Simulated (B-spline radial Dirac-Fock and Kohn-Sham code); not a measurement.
## Ho³⁺ 5p1/2: cross section and angular parameters

System: the Ho³⁺ ion, [Xe] 4f10; threshold 64.40 eV (orbital energy of the model). These are calculated numbers from an atomic code on a B-spline grid; the model is Dirac-Hartree-Slater photoionisation with a Latter tail; cross sections with all multipoles, angular parameters from the dipole term and its interference with E2.

For linearly polarised light dσ/dΩ = σ/(4π) [1 + β P₂(cos θ) + (δ + γ cos²θ) sin θ cos φ], with θ from the polarisation vector and φ the angle between the beam and the projection of the electron momentum on the plane normal to the polarisation.

| hν (eV) | σ (kb) | β | γ | δ |
| --- | --- | --- | --- | --- |
| 80 | 361 | 1.488 | 0.311 | -0.026 |
| 91.6 | 217 | 1.098 | 0.399 | -0.032 |
| 99.7 | 167 | 0.857 | 0.394 | -0.030 |
| 100 | 165 | 0.849 | 0.394 | -0.030 |
| 178 | 46.8 | -0.035 | -0.039 | 0.026 |
| 251 | 31.6 | 0.416 | -0.004 | 0.039 |
| 300 | 26.4 | 0.677 | 0.087 | 0.035 |
| 304 | 26.1 | 0.696 | 0.095 | 0.035 |
| 491 | 16.7 | 1.249 | 0.298 | 0.017 |
| 554 | 14.8 | 1.343 | 0.319 | 0.013 |
| 797 | 9.65 | 1.545 | 0.293 | 0.004 |
| 979 | 7.42 | 1.617 | 0.233 | 0.001 |
| 1000 | 7.22 | 1.623 | 0.226 | 0.001 |
| 1080 | 6.50 | 1.643 | 0.198 | 0.000 |
| 1240 | 5.35 | 1.672 | 0.146 | -0.001 |
| 1670 | 3.41 | 1.710 | 0.042 | -0.002 |
| 1980 | 2.59 | 1.718 | 0.001 | -0.003 |
| 4000 | 0.715 | 1.678 | 0.097 | -0.003 |
| 4340 | 0.608 | 1.667 | 0.140 | -0.003 |
| 4490 | 0.567 | 1.662 | 0.161 | -0.002 |
| 5414.7 | 0.385 | 1.631 | 0.293 | 0.000 |
| 6000 | 0.309 | 1.612 | 0.380 | 0.002 |
| 6280 | 0.280 | 1.603 | 0.422 | 0.003 |
| 7060 | 0.216 | 1.579 | 0.537 | 0.006 |
| 7420 | 0.193 | 1.568 | 0.590 | 0.008 |
| 10600 | ? | ? | ? | ? |
| 12800 | 0.0530 | 1.428 | 1.264 | 0.041 |
| 15000 | 0.0355 | 1.381 | 1.488 | 0.057 |

Task: Give the values at 10600 eV.

Result: σ = 0.0841 kb, β = 1.480, γ = 1.013, δ = 0.026.
